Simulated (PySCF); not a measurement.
Compound: C3H5BOTe.
Atom-mapped SMILES: `[BH:1]1[CH:2]=[CH:3][Te:4][CH2:5][O:6]1` (hydrogens: H7 on B1; H8 on C2; H9 on C3; H10, H11 on C5)

Method: PBE0-D3(BJ)/def2-SVP geometry optimisation, gas phase, def2 core potentials past Kr in PySCF 2.14.0.

Problem. Give the optimised bond lengths and angles.

Solution. 
```json
{"bond": "B1–C2", "length (Å)": "1.553"}
{"bond": "C2=C3", "length (Å)": "1.349"}
{"bond": "C3–Te4", "length (Å)": "2.100"}
{"bond": "Te4–C5", "length (Å)": "2.174"}
{"bond": "C5–O6", "length (Å)": "1.392"}
{"bond": "B1–O6", "length (Å)": "1.360"}
{"bond": "B1–H7", "length (Å)": "1.209"}
{"bond": "C2–H8", "length (Å)": "1.097"}
{"bond": "C3–H9", "length (Å)": "1.096"}
{"bond": "C5–H10, C5–H11", "length (Å)": "1.100"}
```

Bonds in one row agree within 0.01 Å and their mean is given. A selection of angles:
```json
{"angle": "C2–B1–O6", "degrees": "123.0"}
{"angle": "C2–B1–H7", "degrees": "121.9"}
{"angle": "O6–B1–H7", "degrees": "115.0"}
{"angle": "B1–C2–C3", "degrees": "123.7"}
{"angle": "B1–C2–H8", "degrees": "118.9"}
{"angle": "C3–C2–H8", "degrees": "116.3"}
{"angle": "C2–C3–Te4", "degrees": "123.1"}
{"angle": "C2–C3–H9", "degrees": "122.3"}
{"angle": "Te4–C3–H9", "degrees": "114.6"}
{"angle": "C3–Te4–C5", "degrees": "87.4"}
{"angle": "Te4–C5–O6", "degrees": "113.4"}
{"angle": "Te4–C5–H10", "degrees": "107.3"}
{"angle": "Te4–C5–H11", "degrees": "105.9"}
{"angle": "O6–C5–H10", "degrees": "109.4"}
{"angle": "O6–C5–H11", "degrees": "110.9"}
{"angle": "H10–C5–H11", "degrees": "109.8"}
{"angle": "B1–O6–C5", "degrees": "122.7"}
```

Dihedral angles: O6–B1–C2–C3 26° (synperiplanar); B1–C2–C3–Te4 -12° (synperiplanar); C2–C3–Te4–C5 -19° (synperiplanar); C3–Te4–C5–O6 50° (synclinal); Te4–C5–O6–B1 -54° (synclinal); C2–B1–O6–C5 14° (synperiplanar). The mirror-image conformer, all signs reversed, is as good.

The 2 C–Te bonds span 2.100 Å (C3–Te4, drawn single) to 2.174 Å (Te4–C5, drawn single), a spread of 0.074 Å. The 6-membered ring B1–C2–C3–Te4–C5–O6 has internal angles of 87.4° to 123.7° (sum 693°, against 720° for a flat polygon); it is puckered, 0.25 Å rms from its mean plane, widest ring torsion 54°. B1 (three-coordinate boron) is planar (angles 123.0°, 121.9° and 115.0°, sum 359.9°, 0.03 Å off the plane of its three neighbours). Te4 (tellurium bonded to 2 C) is bent (angle 87.4°).

Point group: C1 (no symmetry element, even within 0.4 Å). Not checked by PBE0-D3(BJ)/def2-SVP frequencies. One conformer, not necessarily the lowest.
